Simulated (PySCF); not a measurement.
furan-2-ylsilane (C4H6OSi), SMILES [SiH3]c1ccco1.

The structure is a stationary point at ωB97X-D3(BJ)/def2-SVP.

All values below come from TDDFT-B3LYP/def2-SVPD run with PySCF.

Vertical excitations. The molecule is in vacuum. State labels are in the subgroup Cs.

Computed excitation energies, oscillator strengths and character:
```
state  symmetry  energy (eV)  λ (nm)      f                                            main pairs
-----  --------  -----------  ------  -----  ----------------------------------------------------
S1           A'         5.78     214  0.318                                        HOMO→LUMO 98 %
S2           A"         6.05     205  0.000                                      HOMO→LUMO+1 96 %
S3           A'         6.46     192  0.004                    HOMO−1→LUMO 61 %, HOMO→LUMO+5 37 %
S4           A"         6.54     190  0.002                    HOMO→LUMO+2 83 %, HOMO→LUMO+3 13 %
S5           A"         6.70     185  0.000                    HOMO→LUMO+3 85 %, HOMO→LUMO+2 13 %
S6           A"         6.78     183  0.014                                      HOMO→LUMO+4 97 %
S7           A"         7.19     173  0.006                                      HOMO→LUMO+6 99 %
S8           A'         7.43     167  0.007                                      HOMO→LUMO+7 96 %
S9           A"         7.44     167  0.007                                    HOMO−1→LUMO+1 95 %
S10          A"         7.70     161  0.002  HOMO−2→LUMO 52 %, HOMO−4→LUMO 27 %, HOMO→LUMO+9 10 %
T1           A'         3.87     320      0                                        HOMO→LUMO 94 %
T2           A'         5.21     238      0                    HOMO−1→LUMO 65 %, HOMO→LUMO+5 32 %
T3           A'         5.96     208      0                    HOMO→LUMO+5 63 %, HOMO−1→LUMO 33 %
T4           A"         5.99     207      0                                      HOMO→LUMO+1 95 %
```
Triplets are in the Tamm–Dancoff approximation, which puts them higher than full response would, so one can lie above its singlet here.
